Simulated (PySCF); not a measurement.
# SrTe: from constants to spectrum

RHF-CCSD(T) constants of SrTe, ¹Σ⁺ (singlet), closed shell (Sr def2-SVP with ECP28, Te def2-SVP with ECP28; scalar-relativistic core potentials (PySCF 2.14); masses 87.9056 and 129.9062 u):

```
ωe              : 202.8 cm⁻¹
ωexe            : 0.439 cm⁻¹
Be              : 0.038862 cm⁻¹
αe              : 0.000108 cm⁻¹
D (centrifugal) : 5.71e-09 cm⁻¹
De to Sr + Te   : 1.96 eV
```

Give the band origin of the fundamental and the first lines of its P and R branches.

ν0 = ωe − 2ωexe = 201.9 cm⁻¹, B0 = 0.038808, B1 = 0.038700 cm⁻¹.

```csv
J″,P(J″) − ν0,R(J″) − ν0
0,,0.077
1,-0.078,0.155
2,-0.155,0.232
3,-0.233,0.308
4,-0.312,0.385
5,-0.390,0.461
6,-0.469,0.537
```

Near which J would the R branch turn back, without centrifugal distortion?

At J ≈ (B0 + B1)/(2(B0 − B1)) − 1 ≈ 360.

Correlated steps freeze 4 core orbitals. Correlated levels converge slowly with the basis: in double zeta they bind strong bonds too weakly, by up to about 1 eV, and carry superposition errors of some tenths. Spin–orbit coupling is left out, which matters for elements this heavy, above all for dissociation energies. Where the molecule has an RHF reference, its open-shell atoms are computed with UHF. The CCSD T1 diagnostic is raised, a sign that a single reference may not be enough here.
